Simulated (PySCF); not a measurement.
**Highest orbital energy against ionisation energy along group 14**

Calculated with PySCF 2.14, no spin-orbit coupling. Each cell gives −ε(HOMO) / ΔSCF in eV; NIST values include spin-orbit coupling, (s) semi-empirical, (t) theoretical.

```csv
species,UHF,LDA,PBE,PBE0,r2SCAN,NIST (lowest levels)
"C²⁺ (dyall-av2z, non-relativistic)",46.096 / 45.779,40.156 / 46.950,40.359 / 47.103,42.037 / 47.039,40.672 / 46.624,47.888
"Si²⁺ (dyall-av2z, non-relativistic)",32.157 / 31.958,28.597 / 33.530,28.473 / 33.393,29.625 / 33.255,28.640 / 32.862,33.493
"Ge²⁺ (dyall-av2z, non-relativistic)",31.953 / 31.709,29.159 / 34.277,28.781 / 33.874,29.797 / 33.515,29.053 / 33.497,34.058
"Sn²⁺ (dyall-av2z, non-relativistic)",27.641 / 27.410,25.465 / 29.936,25.042 / 29.483,25.916 / 29.151,25.189 / 29.074,30.506
```

Task: How far is −ε(HOMO) from ΔSCF on average for each method, and why?

Result: UHF 0.25 eV; LDA -5.33 eV; PBE -5.30 eV; PBE0 -3.90 eV; r2SCAN -4.63 eV. Hartree-Fock orbital energies lack relaxation and so exceed the ΔSCF value; semilocal functionals have convex E(N) from self-interaction, so their HOMO lies far too high; exact exchange moves hybrids part of the way back.
